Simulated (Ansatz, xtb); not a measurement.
# Two structures of AlClFH5NSi+

We compare X, a singlet given by its coordinates, with Y, a singlet given by its coordinates. Both are isolated ions in the gas phase, relaxed with r2SCAN-D4/def2-SVP.

X (Å):

```xyz
10

Al   -1.2433   -0.7475   -1.2454
Cl   -0.6109   -1.1128   -3.1504
F    -2.5191   -1.1968   -0.3248
N    -0.1593    0.5113   -0.2765
Si    0.1607    2.1537   -1.1670
H    -0.6166    0.6950    0.6305
H     0.7535    0.1011   -0.0264
H     1.1629    1.8012   -2.1943
H    -1.1786    2.4781   -1.7147
H     0.6292    3.0784   -0.1126
```

Close contacts (Å): Al1–Cl2 2.04, Al1–F3 1.64, Al1–N4 1.92, N4–Si5 1.90, N4–H6 1.03, N4–H7 1.03, Si5–H8 1.48, Si5–H9 1.48, Si5–H10 1.48.

Y (Å):

```csv
atom,x (Å),y (Å),z (Å)
Al,-3.0160,-1.2309,0.3530
Cl,-3.1709,-2.7060,1.7488
F,-4.0078,-0.5687,-0.7736
N,-1.3442,-0.2872,0.2063
Si,-1.3196,1.0849,-1.1065
H,-1.0807,0.1139,1.1202
H,-0.5766,-0.9504,0.0155
H,-1.5969,0.3563,-2.3622
H,-2.3907,1.9996,-0.6584
H,0.0462,1.6466,-1.0114
```

Close contacts (Å): Al1–Cl2 2.04, Al1–F3 1.64, Al1–N4 1.93, N4–Si5 1.90, N4–H6 1.03, N4–H7 1.03, Si5–H8 1.48, Si5–H9 1.48, Si5–H10 1.48.

Q: Which of the two would you expect CCSD(T)/def2-SVP + ΔMP2/def2-TZVPP electronic energies to favour?

A: Too close to call at this level: CCSD(T)/def2-SVP + ΔMP2/def2-TZVPP gives E(Y) − E(X) = +0.002 eV.

How the difference moves with the method:

| level | geometry | E(Y) − E(X) (eV) | departure from the last row (eV) | job, with rough time for the two |
| --- | --- | --- | --- | --- |
| r2SCAN-D4/def2-SVP | r2SCAN-D4/def2-SVP | −0.016 | −0.019 | optimisation, 89 s |
| HF/def2-SVP | r2SCAN-D4/def2-SVP | −0.025 | −0.028 | part of the CCSD(T) run |
| MP2/def2-SVP | r2SCAN-D4/def2-SVP | −0.014 | −0.016 | part of the CCSD(T) run |
| CCSD(T)/def2-SVP | r2SCAN-D4/def2-SVP | −0.018 | −0.021 | single point |
| CCSD(T)/def2-SVP + ΔMP2/def2-TZVPP | r2SCAN-D4/def2-SVP | +0.002 |  | single point, 26 s |

The largest departure from CCSD(T)/def2-SVP + ΔMP2/def2-TZVPP is that of HF/def2-SVP, 0.028 eV. A small imaginary or near-zero mode remains, so no thermal terms are given. Levels run at GFN2-xTB geometries aren't shown. The last row adds to CCSD(T) the change of the MP2 difference between the two basis sets, here +0.021 eV.

The correlated steps freeze 17 core orbitals. Programs: Ansatz 0.2.0; the last row on 2 threads of Intel(R) Xeon(R) 6975P-C (Granite Rapids) on a shared host.
